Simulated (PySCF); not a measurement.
# How methods differ on the excitation energy of Zr

Zr [Kr] 4d2 5s2 (3F) → Zr [Kr] 4d4 (5D), as a difference of total energies. All numbers are calculated (PySCF 2.14, scalar relativity by spin-free X2C-1e, in x2c-QZVPPall). Correlated levels: valence: [Kr] frozen. The calculations carry no spin-orbit coupling.

| method | excitation energy (eV) |
| --- | --- |
| UHF | 2.501 |
| MP2 (valence) | 2.692 |
| SCS-MP2 (valence) | 3.380 |
| CCSD (valence) | 2.777 |
| CCSD(T) (valence) | 2.810 |

Task: How much does correlation contribute at CCSD(T) (valence)?

Result: 2.810 − (2.501) = 0.309 eV, measured against UHF.

A first-order spin-orbit estimate (lowest level to lowest level, LS coupling) adds 0.044 eV.
